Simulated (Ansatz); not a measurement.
Ansatz (a first-principles code) input (PBE-QIDH/def2-TZVP):

Ansatz 0.2 input:
```yaml
crystal:
  periodic: [false, false, false]
  atoms:
    - {symbol: Ce, position_ang: [0.05378318, 0.01318302, 0.06881465]}
    - {symbol: O, position_ang: [1.23374307, 0.23328675, -1.41992814]}
    - {symbol: O, position_ang: [-1.62367112, -0.32886364, 0.92102192]}
basis:
  gaussian:
    orbitals: def2-TZVP
hamiltonian:
  xc: {name: PBE-QIDH}
magnetization: {spin_polarized: true, initial_magnetization: 2}
correlation: {electrons: outside_noble_gas}
```

End of the output:

```
mean field evaluation 4: about -16975.2824 eV, gradient 8.2e1 eV
mean field evaluation 8: about -16996.4419 eV, gradient 7.3e-1 eV
mean field evaluation 16: about -16996.4931 eV, gradient 1.7e-1 eV
mean field evaluation 32: about -16998.6601 eV, gradient 1.9e-5 eV
mean field evaluation 64: about -16998.6601 eV, gradient 6.4e-10 eV
mean field evaluation 96: about -16998.6581 eV, gradient 1.2e0 eV
mean field evaluation 128: about -16998.6470 eV, gradient 6.6e-2 eV
mean field evaluation 160: about -16948.4447 eV, gradient 5.3e1 eV
mean field evaluation 192: about -16998.6601 eV, gradient 3.5e-4 eV
mean field evaluation 224: about -16998.6601 eV, gradient 1.9e-2 eV
mean field -16998.66012195 eV, -624.6892373762 hartree, gradient 7.6e-10 eV, S^2 2.057429; 10 other end points of the search recorded, 0 dependent functions left out
15 core orbitals not correlated, not the lowest: weight in the atoms' cores, before any rotation towards them, 0.528 or more for the frozen orbitals, at most 0.404 for the correlated occupied ones
reference -16998.66014029 eV, -624.6892380501 hartree; 9, 7 occupied and 131, 133 virtual orbitals, 1170 factors
second order -17.37837825 eV of doubles, -0.00000000 eV of singles
Total energy: -17004.45293304 eV, -624.9021192571 hartree
```

The spin state was set by rule; other spins were not relaxed.
